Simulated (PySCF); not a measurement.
Species: (NMe2)3Si-O-SiH3, C₆H₂₁N₃OSi₂.
Geometry (PBE0-D3(BJ)/def2-SVP, Å), atoms numbered from 1 in this order:
```xyz
33
C6H21N3OSi2 angstrom
Si    -0.105    0.030    0.221
N      0.158    0.946   -1.220
C      1.406    1.627   -1.451
C     -0.891    1.294   -2.141
N     -1.678   -0.668    0.248
C     -1.948   -1.922   -0.403
C     -2.835   -0.002    0.785
N      1.174   -1.121    0.336
C      1.856   -1.687   -0.797
C      1.502   -1.735    1.597
O     -0.048    0.984    1.592
Si     0.832    2.248    2.192
H      2.165    1.298   -0.726
H      1.308    2.728   -1.362
H      1.806    1.418   -2.463
H     -1.136    2.375   -2.113
H     -1.806    0.735   -1.902
H     -0.610    1.052   -3.185
H     -1.008   -2.403   -0.713
H     -2.582   -1.809   -1.307
H     -2.470   -2.624    0.275
H     -3.562    0.290    0.000
H     -3.374   -0.651    1.501
H     -2.533    0.906    1.326
H      2.954   -1.557   -0.722
H      1.521   -1.202   -1.724
H      1.666   -2.775   -0.895
H      2.583   -1.646    1.822
H      1.252   -2.814    1.615
H      0.952   -1.249    2.415
H      0.522    3.512    1.456
H      2.300    1.982    2.077
H      0.483    2.428    3.632
```

Computed with PBE0-D3(BJ)/def2-SVP geometry optimisation, gas phase in PySCF 2.14.0.

Take the most abundant isotopes and a rigid rotor. The values belong to one conformer.

Question: What are A, B and C (MHz)?

Answer: Ia = 718.35, Ib = 850.97, Ic = 886.66 u·Å²; 505379 MHz·u·Å²/I gives A = 703.5, B = 593.9, C = 570.0 MHz.

Question: What kind of rotor is it?

Answer: An asymmetric top: κ = (2 × 593.9 − 703.5 − 570.0)/(703.5 − 570.0) = -0.64.

Question: Is it planar, by Δ = Ic − Ia − Ib?

Answer: Not planar: Δ = Ic − Ia − Ib = -682.67 u·Å². For a rigid frame Δ = −2 Σ m c², so Σ m c² = 341.33 u·Å² lies off the ab plane: 73.04 from hydrogen and 268.30 from heavier atoms. The atom farthest from that plane is 3.35 Å away.

Question: Give the other two planar moments, Paa and Pbb, and the rms extents of the mass along the axes.

Answer: Paa = Σ m a² = (Ib + Ic − Ia)/2 = 509.64 and Pbb = Σ m b² = (Ia + Ic − Ib)/2 = 377.02 u·Å². With the mass M = 207.12 u, the rms extents √(P/M) along a, b and c are 1.57, 1.35, 1.28 Å.

Question: Which lines would a microwave search look for?

Answer: The dipole components are |μa| = 0.71 D, |μb| = 0.38 D, |μc| = 0.70 D. Intensities carry the squares of the components, which stand as 1.00 : 0.29 : 0.96 (a : b : c). Some lines, for components of 0.1 D or more:

| type | branch | J(Ka,Kc) | MHz | lower level (cm⁻¹) |
| --- | --- | --- | --- | --- |
| c | Q | 2(2,1) ← 2(1,1) | 329 | 0.122 |
| b | Q | 2(2,0) ← 2(1,1) | 332 | 0.122 |
| b | Q | 2(2,1) ← 2(1,2) | 401 | 0.119 |
| a | R | 1(0,1) ← 0(0,0) | 1164 | 0.000 |
| b | R | 1(1,1) ← 0(0,0) | 1274 | 0.000 |
| c | R | 1(1,0) ← 0(0,0) | 1297 | 0.000 |
| b | R | 2(0,2) ← 1(1,1) | 2215 | 0.042 |
| a | R | 2(1,2) ← 1(1,1) | 2304 | 0.042 |
| a | R | 2(0,2) ← 1(0,1) | 2324 | 0.039 |
| a | R | 2(1,1) ← 1(1,0) | 2352 | 0.043 |
| b | R | 2(1,2) ← 1(0,1) | 2413 | 0.039 |
| c | R | 2(1,1) ← 1(0,1) | 2485 | 0.039 |
| b | R | 2(2,1) ← 1(1,0) | 2681 | 0.043 |
| c | R | 2(2,0) ← 1(1,0) | 2684 | 0.043 |
| c | R | 2(2,1) ← 1(1,1) | 2704 | 0.042 |
| b | R | 2(2,0) ← 1(1,1) | 2708 | 0.042 |

Question: Estimate the classical rotational partition function at 25 K, 100 K and 200 K.

Answer: Point group C1, symmetry number σ = 1; q = (√π/σ)·√((kT/h)³/(ABC)), k/h = 20836.6 MHz/K: 43200 at 25 K, 345000 at 100 K, 977000 at 200 K.

No PBE0-D3(BJ)/def2-SVP frequencies stand behind this structure, so it isn't proved a minimum. Zero-point vibration and centrifugal distortion are left out. A rigid rotor knows nothing of internal rotation, which can split or shift real lines. Quadrupole hyperfine structure (14N) is left out.
